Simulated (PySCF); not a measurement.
H5P2, SMILES P[PH3+], charge +1. Atoms are numbered in the order given.

```xyz
7

P      1.1749    -0.1158     0.0000
P     -1.0223     0.0041     0.0000
H      1.2218     0.8663     1.0430
H      1.2218     0.8663    -1.0430
H     -1.5511    -0.6699    -1.1237
H     -1.5511    -0.6699     1.1237
H     -1.6291     1.2832     0.0000
```
Charge +1, spin multiplicity 1.

Coordinates come from a PBE-D3(BJ)/def2-TZVP optimisation. The isomer is the one that the SMILES or the coordinates give; other isomers of the formula were not compared.

Method: SMD-B3LYP/6-31G* (PySCF).

Solvation free energies are E(SMD) − E(gas) at the gas-phase geometry, for 1 M in both phases.

| solvent | ΔG(solv) (kcal/mol) | its non-electrostatic (CDS) part |
|---|---|---|
| water | ? | ? |
| chlorobenzene | -56.4 | 1.6 |
| N,N-dimethylformamide | -66.7 | 2.1 |

Problem. Fill in the missing entries. (The exact figures need the calculation; the answer reports its results.)

Solution. 
- water, ΔG(solv) (kcal/mol): -66.2
- water, its non-electrostatic (CDS) part: 3.6
